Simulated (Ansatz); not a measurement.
`[F][In]([Cl])[Cl]` + H₂ → `[F][InH][Cl]` + HCl at 500 K and 1 bar (hydrogenolysis of the In–Cl bond).

Gas-phase electronic energies from Ansatz, PBE0-D4/def2-TZVP geometries. CCSD(T)/CBS adds triple-zeta CCSD(T) − MP2 to the extrapolated MP2 energy (def2 sets, frozen cores). This one scheme is used for every species. Elements past krypton have def2 core potentials. For In outer-core shells are correlated without core-valence functions, which leaves a few kJ/mol of doubt a bond.

| species | CCSD(T)/CBS energy (Eh) | H − E (kJ/mol) | S (J/(mol·K)) |
| --- | --- | --- | --- |
| `[F][In]([Cl])[Cl]` | -1209.28900 | 43.5 | 379.5 |
| H₂ | -1.17544 | 41.0 | 145.5 |
| `[F][InH][Cl]` | -750.05448 | 51.4 | 343.5 |
| HCl | -460.38127 | 32.5 | 201.9 |

H − E and S are ideal-gas, rigid-rotor, harmonic terms from PBE0-D4/def2-TZVP. The MP2-based limit puts H₂ 0.8 mEh under its directly extrapolated value; such offsets cancel only in part. 1 Eh = 2625.50 kJ/mol, R = 8.31446 J/(mol·K).

By hand: ΔE, ΔH, ΔS and ΔG.

ΔE = (-750.05448) + (-460.38127) − (-1209.28900) − (-1.17544) = 0.02869 Eh = 75.3 kJ/mol. Δ(H − E) = 51.4 + 32.5 − 43.5 − 41.0 = -0.6, so ΔH = 74.7 kJ/mol. ΔS = 343.5 + 201.9 − 379.5 − 145.5 = 20.4 J/(mol·K). ΔG = 74.7 − 500 × (20.4)/1000 = 64.5 kJ/mol.

By hand: the equilibrium constant, and the temperature at which ΔG would vanish if ΔH and ΔS stayed fixed.

log₁₀ K = −ΔG/(RT ln 10) = -6.7. ΔG = 0 at ΔH/ΔS = 3662 K, far beyond where these terms or the molecules hold.

ΔH outweighs TΔS. A doubt of 5 kJ/mol in ΔE shifts log₁₀ K by 0.5 here. These are equilibria of isolated gas molecules and say nothing of rates. Largest T1 diagnostic: 0.015 (customary marks: 0.02 for closed shells, 0.045 for open ones).
